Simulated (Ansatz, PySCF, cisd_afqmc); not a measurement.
System: SiH, charge 0, doublet. SiH (SMILES [SiH], doublet).
B3LYP-D3(BJ)/def2-TZVP minimum from Ansatz (a first-principles code):
```
Si
H 1 1.5295
```
Charge 0, spin multiplicity 2.

Atomisation energy term by term, kcal/mol (programs: Ansatz, cisd_afqmc). UHF or UKS for unpaired electrons; spin-orbit terms are left out. Correlated methods leave the cores frozen. Rows without X2C or -DK are non-relativistic. AFQMC is phaseless with a CISD trial state; ± is one standard error, without the phaseless bias. Outlying blocks are dropped, and bars are widened where a walk drifts. Over all cases where full CI ran beside it in this data, AFQMC minus full CI had a median of +0.1 mEh and passed +0.4 mEh in a tenth of the cases. CBS(X,Y): correlation extrapolated as X^-3, Hartree-Fock from the larger set (Q,5: extrapolated as (X+1)exp(-9√X)). A bracket is a step between two methods taken in the basis named. '+ core + X2C': CCSD(T) terms for core correlation (cc-pwCVTZ, 1s frozen past Ne) and scalar relativity (cc-pVTZ-DK). Full CI freezes restricted core orbitals, also for open shells; the composite that ends in it estimates full CI at the basis-set limit. Where a partner has so few electrons that a lower coupled-cluster level is exact, that level stands in. The determinant of HSi ([SiH], doublet) is a saddle point of the SCF energy; a lower one exists, which strains HF and MP2.

```tsv
term	basis	kcal/mol
Hartree-Fock	CBS(cc-pV(Q+d)Z,cc-pV(5+d)Z)	52.63
CCSD correlation	CBS(cc-pV(Q+d)Z,cc-pV(5+d)Z)	20.72
(T)	CBS(cc-pV(Q+d)Z,cc-pV(5+d)Z)	0.38
CCSDT(Q) - CCSD(T)	cc-pV(5+d)Z	0.06
FCI - CCSDT(Q)	cc-pV(T+d)Z	0.02
core correlation	cc-pwCVTZ	-0.01
scalar relativity	X2C, cc-pVTZ-DK	-0.10
minus zero-point energy	Hessian by PySCF at B3LYP-D3(BJ)/def2-TZVP	-2.87
sum: D0		70.8
```

The step beyond CCSD(T) by other levels: FCI in cc-pV(D+d)Z 0.09; CCSDTQ in cc-pV(D+d)Z 0.09; AFQMC/CISD in cc-pV(D+d)Z -0.05 ± 0.08; CCSDT(Q) in cc-pV(D+d)Z 0.09; FCI in cc-pV(T+d)Z 0.06; CCSDTQ in cc-pV(T+d)Z 0.04; AFQMC/CISD in cc-pV(T+d)Z 0.08 ± 0.12; CCSDT(Q) in cc-pV(T+d)Z 0.04; AFQMC/CISD in cc-pV(Q+d)Z 0.12 ± 0.10; CCSDT(Q) in cc-pV(Q+d)Z 0.05 kcal/mol.
